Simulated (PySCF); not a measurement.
SMILES CC(C)[Se][CH]C (C₅H₁₁Se), doublet, GFN2-xTB optimised geometry.

```
17

C     -0.85     1.88     0.94
C     -1.47     0.91     0.00
Se    -1.12    -0.90     0.00
C      0.90    -0.90     0.00
C      1.40    -0.15    -1.21
C      1.37    -2.35     0.03
H     -1.42     1.98     1.86
H     -0.82     2.87     0.47
H      0.17     1.60     1.19
H     -2.49     1.13    -0.31
H      1.19    -0.40     0.92
H      2.49    -0.07    -1.18
H      1.12    -0.67    -2.13
H      0.98     0.85    -1.25
H      2.46    -2.38     0.08
H      0.97    -2.87     0.90
H      1.05    -2.87    -0.87
```

Density from unrestricted PBE0/def2-SVP run with PySCF 2.14.0 at that geometry.

Minimum of the electron density along straight lines between bonded atoms, close to the bond critical point (lines longer than 1.1 times the sum of covalent radii, or with two minima, are not listed):

```
bond    length / Å  ρ at the minimum / e bohr⁻³  ∇²ρ there / e bohr⁻⁵  position (fraction from the first atom)
------  ----------  ---------------------------  --------------------  ---------------------------------------
C1–C2        1.489                        0.256                 -0.59                                     0.49
C2–Se3       1.849                        0.173                 -0.19                                     0.49
Se3–C4       2.019                        0.133                 -0.14                                     0.52
C4–C5        1.516                        0.249                 -0.57                                     0.51
C4–C6        1.518                        0.247                 -0.57                                     0.51
C1–H7        1.095                        0.270                 -0.97                                     0.62
C1–H8        1.091                        0.274                 -0.99                                     0.63
C1–H9        1.087                        0.276                 -1.01                                     0.63
C2–H10       1.082                        0.280                 -1.04                                     0.63
C4–H11       1.094                        0.278                 -1.03                                     0.63
C5–H12       1.089                        0.274                 -0.99                                     0.62
C5–H13       1.089                        0.276                 -1.01                                     0.63
C5–H14       1.089                        0.277                 -1.02                                     0.63
C6–H15       1.089                        0.275                 -1.00                                     0.62
C6–H16       1.089                        0.276                 -1.01                                     0.63
C6–H17       1.089                        0.276                 -1.01                                     0.63
```
